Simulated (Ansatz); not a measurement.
OS (SMILES O=S), triplet, at a GFN2-xTB geometry, atoms displaced at random by about 0.1 Å a coordinate; PBE/def2-SVP (Ansatz, a program for electronic structure).

Here is a job for Ansatz.
Ansatz 0.2 input:
```yaml
crystal:
  periodic: [false, false, false]
  atoms:
    - {symbol: O, position_ang: [0.06631929, 0.07468434, -0.89992441]}
    - {symbol: S, position_ang: [-0.11685685, 0.07546995, 0.36152718]}
basis:
  gaussian:
    orbitals: def2-SVP
hamiltonian:
  xc: pbe
magnetization: {spin_polarized: true, initial_magnetization: 2}
relax: {f_tol: 0.1}
```

**Question.** Predict the main parts of the log of this Ansatz run.

**Answer.** 
```
Functional definition: PBE
348 factors; their error is unknown
mean field evaluation 1: about -12861.5781 eV, gradient 3.8e1 eV
mean field evaluation 2: about -12838.2646 eV, gradient 8.4e1 eV
mean field evaluation 4: about -12866.4559 eV, gradient 2.1e0 eV
mean field evaluation 8: about -12866.4513 eV, gradient 5.3e-3 eV
mean field -12866.45128752 eV, -472.8333636223 hartree, gradient 1.3e-5 eV, S^2 2.002204; 0 other end points of the search recorded, 0 dependent functions left out
the calculation of the forces begins
reference -12866.45129860 eV, -472.8333640298 hartree; 13, 11 occupied and 19, 21 virtual orbitals, 348 factors
relax step   1: F+E_penalty+E_count = -12866.45128752 eV  Δ(F+E_penalty+E_count) = +0.000e0 eV  max|allowed force component| = 2.650e1 eV/Å  Δτ_max = 0.0000 Å  (24 SCF iters, accepted)
these checks for a lower state are left out or cut short: starts, cluster_reference, orbital_swaps, neighbouring_geometries, increment
348 factors; their error is unknown
mean field evaluation 16: about -12868.5574 eV, gradient 2.9e-1 eV
mean field -12868.53614885 eV, -472.9099808631 hartree, gradient 2.0e-5 eV, S^2 2.002519; 0 other end points of the search recorded, 0 dependent functions left out
the calculation of the forces begins
reference -12868.53615976 eV, -472.9099812641 hartree; 13, 11 occupied and 19, 21 virtual orbitals, 348 factors
relax step   2: F+E_penalty+E_count = -12868.53614885 eV  Δ(F+E_penalty+E_count) = -2.085e0 eV  max|allowed force component| = 9.216e0 eV/Å  Δτ_max = 0.0611 Å  (28 SCF iters, accepted)
these checks for a lower state are left out or cut short: starts, cluster_reference, orbital_swaps, neighbouring_geometries, increment
348 factors; their error is unknown
mean field -12868.99758148 eV, -472.9269381997 hartree, gradient 7.3e-5 eV, S^2 2.002664; 0 other end points of the search recorded, 0 dependent functions left out
the calculation of the forces begins
reference -12868.99759231 eV, -472.9269385975 hartree; 13, 11 occupied and 19, 21 virtual orbitals, 348 factors
relax step   3: F+E_penalty+E_count = -12868.99758148 eV  Δ(F+E_penalty+E_count) = -4.614e-1 eV  max|allowed force component| = 2.971e0 eV/Å  Δτ_max = 0.0389 Å  (24 SCF iters, accepted)
these checks for a lower state are left out or cut short: starts, cluster_reference, orbital_swaps, neighbouring_geometries, increment
348 factors; their error is unknown
mean field evaluation 32: about -12869.0742 eV, gradient 2.3e-5 eV
mean field -12869.07420583 eV, -472.9297540926 hartree, gradient 2.3e-5 eV, S^2 2.002748; 0 other end points of the search recorded, 0 dependent functions left out
the calculation of the forces begins
reference -12869.07421666 eV, -472.9297544905 hartree; 13, 11 occupied and 19, 21 virtual orbitals, 348 factors
relax step   4: F+E_penalty+E_count = -12869.07420583 eV  Δ(F+E_penalty+E_count) = -7.662e-2 eV  max|allowed force component| = 2.376e-1 eV/Å  Δτ_max = 0.0298 Å  (25 SCF iters, accepted)
these checks for a lower state are left out or cut short: starts, cluster_reference, orbital_swaps, neighbouring_geometries, increment
348 factors; their error is unknown
mean field -12869.07482606 eV, -472.9297768854 hartree, gradient 2.1e-5 eV, S^2 2.002740; 0 other end points of the search recorded, 0 dependent functions left out
the calculation of the forces begins
reference -12869.07483688 eV, -472.9297772832 hartree; 13, 11 occupied and 19, 21 virtual orbitals, 348 factors
relax step   5: F+E_penalty+E_count = -12869.07482606 eV  Δ(F+E_penalty+E_count) = -6.202e-4 eV  max|allowed force component| = 2.619e-2 eV/Å  Δτ_max = 0.0029 Å  (25 SCF iters, accepted)
348 factors; their error is unknown
mean field -12869.07482606 eV, -472.9297768854 hartree, gradient 2.1e-5 eV, S^2 2.002740; 1 other end points of the search recorded, 0 dependent functions left out
the calculation of the forces begins
reference -12869.07483688 eV, -472.9297772832 hartree; 13, 11 occupied and 19, 21 virtual orbitals, 348 factors
Total energy: -12869.07483688 eV, -472.9297772832 hartree
Atom 0 at     0.084551     0.074606    -1.025478 Å, force     0.003803    -0.000016    -0.026192 eV/Å
Atom 1 at    -0.135089     0.075548     0.487081 Å, force    -0.003803     0.000016     0.026192 eV/Å
Dipole moment:    -0.045932     0.000197     0.316315 e Å
```
